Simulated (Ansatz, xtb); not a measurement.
System: disulfane, H2S2, net charge 0, singlet state. 
Geometry from a B3LYP-D3(BJ)/def2-TZVP (Ansatz, a program for electronic structure) optimisation:
```
S
H 1 1.3476
S 1 2.0719 2 98.52
H 3 1.3476 1 98.52 2 -90.39
```
Charge 0, spin multiplicity 1.

Harmonic wavenumbers from GFN2-xTB (xtb, at its own minimum), cm⁻¹: 325, 509, 797, 818, 2343, 2351.

Problem. Give the harmonic wavenumbers at B3LYP-D3(BJ)/def2-TZVP (Ansatz, finite differences of forces, unscaled).

Solution. 450, 503, 896, 900, 2625, 2627 cm⁻¹. Zero-point energy 11.4 kcal/mol.

Problem. From these and the geometry, give the ideal-gas thermochemistry at 298.15 K and 1 atm (rigid rotor, harmonic oscillator).

Solution. Point group C2, rotational symmetry number 2. Rotational constants 146.6, 6.858, 6.858 GHz. S(trans) 38.49, S(rot) 19.99, S(vib) 1.73, S(elec, spin only) 0.00, S 60.2 cal/(mol K). H(298) - H(0) 2.74 kcal/mol; G - E(el) -3.8 kcal/mol.
